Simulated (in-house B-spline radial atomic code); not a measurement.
## RPA and G0W0 on PBE: neutral rhenium

Configuration [Xe] 4f14 5d5 6s2, highest spin, mean-field start PBE. Computed with an all-electron radial atomic-structure program (B-spline basis): all electrons, scalar-relativistic (spin-free one-electron X2C), finite nucleus, each spin shell either full or empty, empty states to l = 9 with an (l + 1/2)⁻⁴ tail; G0W0 by contour deformation at full frequency.

Without the two-electron picture change, the correlation of inner shells comes somewhat too large for so heavy an element.

Command:
```bash
python run_gw.py task.json out
```
Settings (radii: box in bohr, nucleus in fm):
```
Z                        75
electrons                75
configuration            [Xe] 4f14 5d5 6s2
hamiltonian              x2c
method                   pbe,pbe
lmax                     9
rms_radius               5.3698
spin_polarised           True
box_radius               40
intervals                72
ion_configuration        [Xe] 4f14 5d5 6s1
```

Cost of the run: 21 s on 1 thread of Arm Neoverse V2, on a shared host.

Energies (hartree):

```tsv
term	value
mean-field total	-16693.74710
Hartree-Fock functional on these orbitals	-16688.31578
direct second order	-7.9859
second-order exchange	2.0064
SOSEX correction	1.8358
```

**Question.** What is the RPA correlation energy, and what remains with SOSEX?

**Answer.** RPA gives -6.758 hartree (-2.45 eV per electron); RPA + SOSEX gives -4.9222, and the second-order doubles -5.9795 hartree (no singles). SOSEX takes back 27 % of the RPA value.

Quasi-particle levels (eV):

| level | occupied | mean field | Σx - vxc | Σc | QP weight | G0W0 |
| --- | --- | --- | --- | --- | --- | --- |
| 6s down | yes | -4.799 | -1.39 | ? | ? | ? |
| 5d down | no | -3.419 | 7.61 | -4.71 | 0.643 | -0.522 |

G0W0 = mean field + (Σx - vxc) + Σc, with Σc (partial-wave tail included) taken at the quasi-particle energy. Only the outer levels were computed. Levels of low weight are left out.

**Question.** Where does G0W0 put 6s down?

**Answer.** At -7.872 eV, with Σc = -1.69 eV and a quasi-particle weight of 0.815. The tabulated removal energy is 7.834 eV (NIST, measured); the calculation leaves out spin-orbit coupling, Breit and QED terms, and what these don't explain is the method's own error.

**Question.** What does it cost to remove one electron (to [Xe] 4f14 5d5 6s1) by differences of total energies, each species on its own start (correlation terms add to the Hartree-Fock functional)?

**Answer.** PBE 7.647 eV, Hartree-Fock functional 5.710 eV, + RPA 8.125 eV, + RPA + SOSEX 7.657 eV, + second order 9.458 eV. Tabulated: 7.834 eV (NIST, measured); the calculation leaves out spin-orbit coupling, Breit and QED terms, and what these don't explain is the method's own error.
